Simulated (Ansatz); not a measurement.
Reaction (substitution at a C–S bond): `[SiH3]OC([SiH3])S` + H–F → `FC([SiH3])O[SiH3]` + H₂S

Program: Ansatz. Geometries: PBE0-D4/def2-TZVP. ΔE: electronic, gas phase. CCSD(T)/CBS is the MP2 limit (def2-TZVPP, def2-QZVPP) plus CCSD(T) − MP2 in def2-TZVPP, frozen cores. This one scheme is used for every species. DFT in def2-TZVPP. Each species was taken in one conformer, which may not be the lowest.

`[SiH3]OC([SiH3])S`:

Cartesian coordinates in Å:
```
Si 2.257 -0.131 -0.070
O 0.680 -0.190 -0.580
C -0.369 0.503 0.046
Si -2.019 -0.100 -0.670
S -0.381 0.377 1.858
H 3.047 -0.544 -1.254
H 2.525 -1.062 1.054
H 2.613 1.255 0.336
H -0.266 1.585 -0.115
H -2.230 -1.496 -0.208
H -1.978 -0.061 -2.155
H -3.110 0.773 -0.171
H -0.767 -0.910 1.929
```

H–F:

```xyz
2

F    -0.001   -0.458    0.039
H     0.001    0.458   -0.039
```

`FC([SiH3])O[SiH3]`:

Cartesian coordinates in Å:
```
F -1.436 -0.884 -0.380
C -0.105 -0.620 -0.057
Si 0.267 -1.333 1.679
O 0.103 0.744 -0.044
Si -0.078 1.716 -1.382
H 0.485 -1.095 -0.855
H 1.700 -1.092 1.984
H -0.006 -2.792 1.667
H -0.600 -0.646 2.665
H -1.500 2.065 -1.613
H 0.707 2.938 -1.095
H 0.461 1.000 -2.570
```

H₂S:

Cartesian coordinates in Å:
```
S -0.100 -0.293 -0.537
H 0.468 0.877 -0.209
H -0.368 -0.584 0.745
```

CCSD(T)/CBS gives +31.5 kJ/mol.

(1) Another level gave +26.7 kJ/mol. Which?
A. MP2/def2-TZVPP
B. PBE0-D4/def2-TZVPP
C. PBE/def2-TZVPP
D. HF/def2-TZVPP

Largest T1 diagnostic among the species: 0.012.

Results:

(1) B. PBE0-D4 26.7, PBE 16.9, HF/def2-TZVPP -8.5, MP2/def2-TZVPP 38.8 kJ/mol.

In def2-TZVPP, CCSD(T) changes the Hartree–Fock value by +32.9 kJ/mol (the triples alone add +5.3 kJ/mol) and MP2 by +47.3 kJ/mol. The D4 term adds +14.6 kJ/mol with B3LYP and +7.8 kJ/mol with PBE0; it sums over pairs of atoms, weighted by their polarisabilities, and B3LYP, whose exchange is more repulsive, gets the larger term.

B3LYP here is the variant with VWN-RPA as its local correlation; programs differ in this.
